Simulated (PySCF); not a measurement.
Electron affinity of Cr by level of theory

Cr- [Ar] 3d5 4s2 (6S) → Cr [Ar] 3d5 4s1 (7S), as a difference of total energies. Computed with PySCF 2.14 in x2c-TZVPPall with one added diffuse shell each of s, p, d, f type (7s6p5d3f1g, 80 functions), with the spin-free X2C one-electron Hamiltonian (Gaussian nucleus). Correlated levels: valence and next inner shell: [Ne] frozen. The calculations carry no spin-orbit coupling.

```
                                method  electron affinity (eV)
                                   UHF                  -0.317
    MP2 (valence and next inner shell)                   0.155
SCS-MP2 (valence and next inner shell)                   0.237
   CCSD (valence and next inner shell)                   0.457
CCSD(T) (valence and next inner shell)                   0.608
```

Errors of the correlated levels include the incompleteness of this basis and the frozen core.

A negative affinity means that the anion lies above the atom at that level of theory.

The coupled-cluster amplitudes are large for Cr- (T1 above 0.03 or a double amplitude above 0.15), so a single reference is strained.

Question: Which method comes closest to the reference value, and which is furthest?

Answer: The reference is 0.676 eV (measured; photodetachment measurements, as compiled on the Wikipedia data page of electron affinities). Closest: CCSD(T) (valence and next inner shell) (error -0.068 eV); furthest: UHF (error -0.993 eV).
